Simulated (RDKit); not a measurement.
RDKit input (UFF):

```python
from rdkit import Chem
from rdkit.Chem import AllChem, rdDetermineBonds

mol = Chem.MolFromXYZFile('mol.xyz')
rdDetermineBonds.DetermineBonds(mol, charge=-1)
print('SMILES', Chem.MolToSmiles(Chem.RemoveHs(mol)))
ff = AllChem.UFFGetMoleculeForceField(mol)
e0 = ff.CalcEnergy()
flag = ff.Minimize(maxIts=5000, forceTol=1e-5)
print(f'energy {e0:.4f} -> {ff.CalcEnergy():.4f} kcal/mol, converged: {flag == 0}')
print(Chem.MolToXYZBlock(mol))
```
mol.xyz:
```
13

C     -1.63266700    -1.10247900    -0.09396400
C     -0.70820500    -0.27288100     0.81134600
B      0.50269300     0.47497700     0.01319800
N      0.71080700     1.82819100    -0.10414400
N      1.41307000    -0.49447600    -0.67607200
H     -2.10404500    -0.46232800    -0.84644800
H     -1.06263800    -1.85863200    -0.64037000
H     -2.43614500    -1.61681000     0.45265900
H     -1.30676800     0.47098000     1.35104000
H     -0.29403200    -0.94136800     1.58460900
H     -0.02348000     2.36636100     0.35442200
H      1.61564500    -1.35633400    -0.18628300
H      2.27608500    -0.06059900    -0.97840000
```

Output:

```
SMILES [H]/N=[B-](/N)CC
energy 16.4374 -> 1.5889 kcal/mol, converged: True
13

C     -1.702048   -0.932564   -0.088840
C     -0.654445   -0.363362    0.861491
B      0.528344    0.348087    0.054328
N      0.429968    1.679225   -0.298672
N      1.730571   -0.465469   -0.401369
H     -2.155327   -0.121951   -0.699405
H     -1.246383   -1.690667   -0.761944
H     -2.506740   -1.422219    0.499055
H     -1.133131    0.371679    1.543134
H     -0.231471   -1.184414    1.478307
H     -0.399498    2.250308   -0.023555
H      1.797211   -1.480735   -0.168898
H      2.493271   -0.013315   -0.952039
```

The dipole moment of an ion depends on the origin.

The geometry given is a B3LYP-D3(BJ)/def2-TZVP minimum.
